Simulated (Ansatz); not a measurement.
The cation of C₅H₇ClO₂Zn (`CC1=CC(C)=[O+][Zn-]([Cl])[O]1`) at the neutral geometry.

```yaml
crystal:
  periodic: [false, false, false]
  atoms:
    - {symbol: C, position_ang: [2.489506, -0.470608, -0.659469]}
    - {symbol: C, position_ang: [1.122995, -0.534830, -0.054117]}
    - {symbol: C, position_ang: [0.174348, 0.432600, -0.398170]}
    - {symbol: C, position_ang: [-1.136153, 0.502249, 0.083481]}
    - {symbol: C, position_ang: [-2.032375, 1.604907, -0.384369]}
    - {symbol: O, position_ang: [-1.665506, -0.306264, 0.910075]}
    - {symbol: Zn, position_ang: [-0.727841, -1.806019, 1.661785]}
    - {symbol: Cl, position_ang: [-1.329850, -3.299967, 3.038528]}
    - {symbol: O, position_ang: [0.937109, -1.501000, 0.751581]}
    - {symbol: H, position_ang: [2.687400, -1.404947, -1.190151]}
    - {symbol: H, position_ang: [3.229479, -0.396501, 0.141007]}
    - {symbol: H, position_ang: [2.605929, 0.368720, -1.342602]}
    - {symbol: H, position_ang: [0.481692, 1.195155, -1.099487]}
    - {symbol: H, position_ang: [-1.540541, 2.274586, -1.087446]}
    - {symbol: H, position_ang: [-2.917803, 1.168481, -0.852757]}
    - {symbol: H, position_ang: [-2.378392, 2.173448, 0.482110]}
basis:
  gaussian: {orbitals: def2-TZVPP}
total_charge: 1
magnetization: {spin_polarized: true, initial_magnetization: 1}
hamiltonian: {xc: {name: wB97M-V}}
```

```sh
$ ansatz run in.yaml --threads 4 --pin off --events-out ev --progress --plain --max-ram 66560MiB --backend cuda --devices 0, --max-vram 37GiB
```

Output, abridged:

```
Functional definition: wB97M-V
2461 factors; their error is unknown
501 factors; integrals over basis functions are off by at most 2.7e-5 eV
mean field evaluation 1: about -70310.9109 eV, gradient 6.4e1 eV
mean field evaluation 2: about -70302.7627 eV, gradient 8.6e1 eV
mean field evaluation 4: about -70325.9927 eV, gradient 3.5e0 eV
mean field evaluation 8: about -70326.1258 eV, gradient 1.1e0 eV
mean field evaluation 16: about -70326.2478 eV, gradient 4.7e-1 eV
mean field evaluation 32: about -70327.1058 eV, gradient 3.8e-4 eV
mean field -70327.10577061 eV, -2584.4734676456 hartree, gradient 2.0e-5 eV, S^2 0.767008; 2 other end points of the search recorded, 0 dependent functions left out
reference -70327.10583965 eV, -2584.4734701828 hartree; 50, 49 occupied and 371, 372 virtual orbitals, 2461 factors
Total energy: -70327.10583965 eV, -2584.4734701828 hartree
```

Run time 13 s (4 threads of an AMD EPYC 7R13 on a shared host and a share of an NVIDIA H100 80 GB); peak host memory 1.3 GiB.
